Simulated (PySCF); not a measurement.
Assignment exercise: C₈H₁₁FSi

Atoms are numbered as in `[CH:1]#[C:2][Si@@H:3]1[CH2:4][C@@H:5]([CH:6]2[CH2:7][CH2:8]2)[C@H:9]1[F:10]`. Each H is labelled by its parent atom. Ha(C4) is cis to C2 on the ring; Ha(C7), Ha(C8) are cis to C5 on the ring; Hb(C4) is trans to C2 on the ring; Hb(C7), Hb(C8) are trans to C5 on the ring.

PySCF 2.14 calculation with shielding tensors at PBE0/pcSseg-1 (GIAO) and geometry: GFN2-xTB; non-relativistic Hamiltonian, one conformer, no solvent model.

Scale: TMS for $^{13}$C (186.93 ppm) and $^{1}$H (31.72 ppm) (reference shieldings calculated alike).

(1) Assign these signals to the numbered atoms. $^{13}$C{$^{1}$H} NMR (computed): δ 107.6, 95.9, 87.4, 50.2, 18.2, 16.0, 8.9, 4.1.

(2) Assign these signals to the numbered atoms. $^{1}$H NMR (300 MHz, computed): δ 5.58 (m, 1H), 5.24 (m, 1H), 2.24 (d, 1H), 1.85 (m, 1H), 1.49 (m, 1H), 1.30 (m, 1H), 0.89 (m, 1H), 0.75 (m, 1H), 0.49 (m, 1H), 0.25 (m, 1H), 0.08 (m, 1H).

Results:

(1) 
```tsv
δ (ppm)	atoms	environment	reason
107.6	C1	terminal alkyne carbon	–
95.9	C9	sp3 CH bonded to F and Si	the inductive effect lowers its shielding
87.4	C2	alkyne carbon	sp carbons lie upfield of alkene carbons because the cylindrical π system leaves one tensor component strongly shielded
50.2	C5	sp3 CH in a ring	saturated and bonded to C and H only
18.2	C6	three-membered-ring carbon	carbons of three-membered rings are unusually shielded
16.0	C4	sp3 CH2 bonded to Si	–
8.9	C7	three-membered-ring carbon	carbons of three-membered rings are unusually shielded
4.1	C8	three-membered-ring carbon	–
```

(2) 
| δ (ppm) | atoms | environment | reason |
| --- | --- | --- | --- |
| 5.58 | H(C9) | hydrogen on an sp3 CH bonded to F and Si | its carbon carries F, an electronegative neighbour |
| 5.24 | H(Si3) | hydrogen on a silicon bonded to 3 C, in a 4-membered ring | – |
| 2.24 | H(C1) | hydrogen on a terminal alkyne carbon | it lies on the axis of the triple bond, in its shielding cone |
| 1.85 | H(C5) | hydrogen on an sp3 CH in a ring | – |
| 1.49 | Ha(C4) | hydrogen on an sp3 CH2 bonded to Si | – |
| 1.30 | Hb(C4) | hydrogen on an sp3 CH2 bonded to Si | – |
| 0.89 | H(C6) | hydrogen on a three-membered-ring carbon | cyclopropane-type protons are shielded by the ring |
| 0.75 | Hb(C7) | hydrogen on a three-membered-ring carbon | – |
| 0.49 | Hb(C8) | hydrogen on a three-membered-ring carbon | – |
| 0.25 | Ha(C7) | hydrogen on a three-membered-ring carbon | – |
| 0.08 | Ha(C8) | hydrogen on a three-membered-ring carbon | – |

Splittings by $^{19}$F in the carbon and heteronuclear signals aren't shown, as no couplings were computed. Shifts are as computed. Against solution values, carbons near 30 ppm lie about +3 ppm off and those near 130 ppm about +5 ppm. Of 1309 compounds with measured shifts, 239 miss one by over three times the rms of a fit or turn the order of signals round; such compounds aren't used in these exercises. No couplings were computed; multiplicities are counted from neighbouring protons, with m where these are inequivalent, close in shift, in a saturated or five-membered ring or joined by F or P, and br s for small geminal =CH2 splittings.
